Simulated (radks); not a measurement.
These are the eigenvalues of the occupied orbitals of an atom or ion with whole-number occupations (hartree). Calculated with a radial shooting solver on a logarithmic mesh with Libxc functionals: scalar-relativistic Kohn-Sham, BLYP, spin-polarised, spherical densities, finite nucleus; Fermi nuclear charge, rms radius of each element as measured or else 0.836 A^(1/3) + 0.57 fm.

orbital  eigenvalue
1s up     -2633.178
1s down   -2633.178
2s up     -456.8422
2s down   -456.8330
2p up     -398.8391
2p down   -398.8316
3s up     -106.0036
3s down   -106.0006
3p up     -88.89356
3p down   -88.89011
3d up     -69.46461
3d down   -69.45825
4s up     -22.36587
4s down   -22.35685
4p up     -16.75126
4p down   -16.74280
4d up      -9.70038
4d down    -9.69047
5s up      -3.48518
5s down    -3.40968
5p up      -2.09028
5p down    -1.99488
4f up      -1.87812
4f down    -1.85987
5d up      -0.55420
6p up      -0.29635

Which element is it, and in what charge state? The configuration may be excited. Open shells, if any, are filled with parallel spins first.

Answer. Z = 75, rhenium, charge +1: Re+ in [Xe] 4f14 5d5 6p1. The list shows which subshells hold electrons but not how many an open one holds; the 1s level, -2633.2 hartree, gives Z - s = 72.6 by -(Z - s)^2/2, which with screening and relativity narrows Z to a few neighbours, and the depths of the outer levels then fix element, charge and occupations together.
